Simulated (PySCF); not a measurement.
Species: C2H10OSi4.
SMILES with atom numbers: `[CH:1]#[C:2][Si@@H:3]([SiH3:4])[SiH2:5][O:6][SiH3:7]` (hydrogens: H8 on C1; H9 on Si3; H10, H11, H12 on Si4; H13, H14 on Si5; H15, H16, H17 on Si7)

Computed, not measured: TDDFT wB97X-D/def2-SVPD, vertical, gas phase, core orbitals frozen in the response in PySCF 2.14.0, density-fitted response routines. Isolated species at its GFN2-xTB geometry (one conformer only). The geometry optimisation had not met its thresholds, so the values belong to a structure short of the stationary point.

Computed states:

```json
{"state": "S1", "E (eV)": "5.87", "f": "0.056"}
{"state": "S2", "E (eV)": "6.00", "f": "0.0049"}
{"state": "S3", "E (eV)": "6.23", "f": "0.039"}
{"state": "S4", "E (eV)": "6.29", "f": "0.027"}
{"state": "S5", "E (eV)": "6.64", "f": "0.0066"}
{"state": "S6", "E (eV)": "6.68", "f": "0.017"}
{"state": "S7", "E (eV)": "6.83", "f": "0.0036"}
{"state": "S8", "E (eV)": "7.18", "f": "0.168"}
```

Each state is given a Gaussian of 0.5 eV full width at half maximum, with ε(max) = 2.175×10⁸ f / Δν̃ (Δν̃ the width in cm⁻¹). The cross-section is σ = 3.8235×10⁻²¹ ε cm², given in Mb (10⁻¹⁸ cm²). The width is an assumption, not a result. The curve ends short of the highest state used, and states not computed would add to its high-energy end.

Question: Give the broadened spectrum and its maxima.

Answer: 
(λ (nm), σ (Mb)): (188.5, 9.79), (189.4, 10.23), (190.4, 10.87), (191.4, 11.64), (192.4, 12.49), (193.3, 13.29), (194.3, 14.19), (195.3, 15.05), (196.3, 15.84), (197.2, 16.45), (198.2, 17.02), (199.2, 17.46), (200.2, 17.77), (201.1, 17.95), (202.1, 18.05), (203.1, 18.05), (204.0, 17.98), (205.0, 17.84), (206.0, 17.62), (207.0, 17.33), (207.9, 16.99), (208.9, 16.54), (209.9, 16.00), (210.9, 15.35), (211.8, 14.69), (212.8, 13.86), (213.8, 12.96), (214.8, 11.98), (215.7, 11.06), (216.7, 10.01), (217.7, 8.96), (218.7, 7.92), (219.6, 7.02), (220.6, 6.07), (221.6, 5.19), (222.6, 4.39), (223.5, 3.73), (224.5, 3.09), (225.5, 2.53), (226.4, 2.09), (227.4, 1.67), (228.4, 1.33), (229.4, 1.04), (230.3, 0.83), (231.3, 0.64), (232.3, 0.49), (233.3, 0.37), (234.2, 0.29), (235.2, 0.21), (236.2, 0.16), (237.2, 0.11), (238.1, 0.09), (239.1, 0.06), (240.1, 0.04), (241.1, 0.03), (242.0, 0.02)

Maxima: 203 nm (6.12 eV), ε about 4700, made up of S1 (33%), S3 (39%) and S4 (22%) (ε in L mol⁻¹ cm⁻¹; maxima over ε = 5, shares over 10%).

Question: Coming from long wavelengths, where does ε first pass 100 L mol⁻¹ cm⁻¹?

Answer: At about 233 nm (5.32 eV), 0.56 eV below S1.

Question: On this curve, what absorbance would a 10⁻⁵ mol/L sample give at 193 nm over a 1 cm path?

Answer: 193 nm is 6.424 eV, where ε is about 3400 L mol⁻¹ cm⁻¹, so A = ε c l ≈ 0.034 (Beer–Lambert, with the gas-phase spectrum and the assumed width).

Question: What would ε be at 6.12 eV, the highest of these maxima, with half the width (0.25 eV)?

Answer: About 4030 L mol⁻¹ cm⁻¹ against 4720, a factor of about 0.9; a lone state at its own centre would give exactly 2.
